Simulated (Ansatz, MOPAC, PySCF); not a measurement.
Pair of molecules: H2S (SMILES S) (first 3 atoms) with Si2H6 (SMILES [SiH3][SiH3]); geometry from B3LYP-D3(BJ)/def2-TZVP, rigid monomers moved along the line of their centres of mass till S1···Si4 is 3.35 Å.
(charge 0, multiplicity 1):
```xyz
11

S      0.1171    -0.6204     0.1974
H      0.5660     0.6235    -0.0329
H     -1.1658    -0.2474     0.0658
Si     1.2468    -0.2145     3.3246
Si    -0.9928     0.4848     3.1682
H      2.0941     0.5037     2.3429
H      1.3644    -1.6714     3.0843
H      1.7760     0.0768     4.6818
H     -1.4811     0.9531     4.4906
H     -1.8717    -0.6221     2.7219
H     -1.1292     1.6090     2.2099
```

Monomers are frozen at their geometry in the pair; levels with a basis set take the counterpoise correction. Rows marked so take none.

Cores are frozen in the correlated methods. Rows in 6-31G* carry no dispersion term and start afresh at each structure (6-31G* with six Cartesian d functions). MP2/6-31G* freezes PySCF's default core. The state that PM6 reach isn't checked.

Programs: Ansatz (Gaussian orbitals); MOPAC for PM6 (differences of heats of formation); PySCF for 6-31G* rows, the dispersion terms. Each number belongs to the level named beside it.

```csv
level,interaction energy (meV)
PM6,-131.7
HF/aug-cc-pV(D+d)Z,189.5
PBE-D4/def2-TZVPPD,-86.7
B3LYP/6-31G*,136.8
PBE0/def2-TZVPPD,5.8
M06-2X/6-31G* (no counterpoise),-102.7
MP2/6-31G* (no counterpoise),10.6
SCS-MP2/aug-cc-pV(D+d)Z,?
CCSD(T)/aug-cc-pV(D+d)Z,?
```

Fill in the missing entries.


- SCS-MP2/aug-cc-pV(D+d)Z, interaction energy (meV): 32.8
- CCSD(T)/aug-cc-pV(D+d)Z, interaction energy (meV): 10.0

Ansatz is a quantum-chemistry and plane-wave program.
